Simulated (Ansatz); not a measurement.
Coupled-cluster diagnostics for the cluster GeO2 (the lowest singlet isomer of a short search), Ansatz.

Geometry of the singlet (PBE0-D4/def2-TZVP):

```csv
atom,x (Å),y (Å),z (Å)
Ge1,0.0005,-0.0007,0.0001
O2,0.3846,0.0204,-1.5661
O3,-0.3850,-0.0197,1.5660
```

Correlated methods freeze 11 core orbitals; core or outer-core shells of Ge are correlated, in sets that lack core-valence functions. In CCSD on the charge 0 triplet the largest single amplitude is 0.32, so its Hartree–Fock determinant may place the open shell otherwise than the density functionals do. The structure comes from a short search, and lower isomers may exist.

Geometry of the charge 0 triplet (PBE0-D4/def2-TZVP):

```xyz
3

Ge   -0.394    0.170   -0.592
O    -0.122    1.102    0.848
O     0.516   -1.272   -0.256
```

Geometry of the charge 0 quintet (PBE0-D4/def2-TZVP):

```xyz
3

Ge    0.332   -0.301   -0.455
O    -1.342    0.447   -0.828
O     1.010   -0.146    1.282
```

(1) Estimate the CCSD(T) correlation energy, the shares of MP2 and (T), T1 and the reference's ⟨S²⟩ for: charge 0, singlet, own geometry in def2-TZVPP; charge 0, singlet, own geometry in def2-TZVPD; charge 0, triplet, own geometry in def2-TZVPP; charge 0, quintet, own geometry in def2-TZVPP; charge 1, doublet, vertical in def2-TZVPP; charge -1, doublet, vertical in def2-TZVPD; and the rough time on 4 threads of Arm Neoverse V2 on a shared host.

Results:

(1) 
```
                          state       basis  correlation (eV)  MP2 share (%)  (T) share (%)     T1  ⟨S²⟩ (pure)  wall time                                          remarks
charge 0, singlet, own geometry  def2-TZVPP           -20.217           98.7            5.1  0.024  0.00 (0.00)      1.8 s                                 large T1 (0.024)
charge 0, singlet, own geometry  def2-TZVPD           -20.391           98.7            5.1  0.024  0.00 (0.00)      2.1 s                                 large T1 (0.024)
charge 0, triplet, own geometry  def2-TZVPP           -17.754           91.1            4.2  0.052  2.03 (2.00)        7 s                                 large T1 (0.052)
charge 0, quintet, own geometry  def2-TZVPP           -16.565           92.5            3.6  0.019  6.05 (6.00)      6.5 s                                                –
    charge 1, doublet, vertical  def2-TZVPP           -18.722           89.8            5.1  0.060  1.22 (0.75)        7 s  large T1 (0.060), spin-contaminated (⟨S²⟩ 1.22)
   charge -1, doublet, vertical  def2-TZVPD           -20.912           98.8            5.2  0.023  0.77 (0.75)      7.5 s                                                –
```
Customary marks for T1 are 0.02 (closed shells), 0.045 (open shells) and about 0.05 (3d metals). T1 exceeds 0.02 in 5 of 6 rows and 0.045 in 2; the higher it lies, the less the single-reference result can be trusted.
